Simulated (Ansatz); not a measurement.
The Si3–H4 bond of GeH4Si (SMILES [SiH3][GeH]) is stretched (multiplicity 1, the rest rigid).
Geometry at rest (charge 0, multiplicity 1):
```xyz
6

Ge     0.0269     0.6789     0.5501
H     -0.4443     1.5532    -0.7038
Si    -0.0212    -1.2964    -0.9339
H      0.9083    -1.0877    -2.0778
H     -1.3924    -1.4771    -1.4849
H      0.3664    -2.5625    -0.2613
```

Cores are frozen in the correlated methods. Filled d and f shells under p-block atoms count as core.

The values were computed with Ansatz (Gaussian basis) for Hartree–Fock, density functionals and correlated methods. Values without a source in brackets are computed.

Energies above the point at 1.489 Å (the B3LYP-D3(BJ) bond length), FIC-MRCISD+Q on CASSCF(2,2)/def2-SVP (kcal/mol): 6.07 at 1.340 Å; 3.48 at 1.638 Å; 83.25 at 4.764 Å.

Take the last value as the depth D of a Morse curve D(1 − e^(−a(R − R₀)))², fit a and R₀ to the two near points, and test it at 2.010 and 2.605 Å.


With D = 83.3, both near points (counted from the curve's value at 1.489 Å) are met by a = 1.57 Å⁻¹ and R₀ = 1.492 Å, so k = 2Da² = 413 kcal/(mol Å²). The curve then gives 25.9 and 56.9 kcal/mol; the level itself gives 27.1 and 61.9, so Morse is off by -1.2 and -5.0.

Ansatz is a first-principles code.
